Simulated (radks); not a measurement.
The numbers below are computed, except where a source is named.
Ionisation of Sr, [Kr] 5s2, to Sr+, [Kr] 5s1, under several functionals. Dirac Kohn-Sham, spin-unpolarised, spherical densities, point nucleus; a radial shooting solver on a logarithmic mesh with Libxc functionals.

| functional | E(Sr) (hartree) | Exc (hartree) | IE (eV) | -e(HOMO) (eV) | <r> HOMO (bohr) | IE error (eV) |
|---|---|---|---|---|---|---|
| B86b exchange with PBE correlation | -3180.29052 | -105.57632 | 5.910 | 3.544 | 4.323 | +0.215 |
| RPBE | -3180.05428 | -105.33669 | 5.803 | 3.484 | 4.378 | +0.108 |
| HCTH/407 | -3181.89255 | -107.31179 | 5.860 | 3.528 | 4.407 | +0.165 |
| PW91 | -3180.40760 | -105.69735 | 5.918 | 3.558 | 4.325 | +0.223 |
| AM05 | -3176.30030 | -101.52553 | 5.838 | 3.480 | 4.328 | +0.143 |
| LDA (Slater exchange, VWN5 correlation) | -3176.13523 | -101.35695 | 6.057 | 3.639 | 4.273 | +0.362 |
| exchange-only LDA | -3172.67070 | -97.83637 | 5.215 | 2.842 | 4.409 | -0.480 |

NIST Atomic Spectra Database: 5.695 eV (measured). Closest: RPBE. The Delta-SCF values span 0.84 eV, the total energies 9.22 hartree. The highest occupied level is 5s1/2. Spin polarisation and multiplet splitting are left out, so open shells lie too high by an amount that depends on their filling.

Beside tabulated values, note that spin-unpolarised runs miss the spin-polarisation part of the exchange energy of open shells.
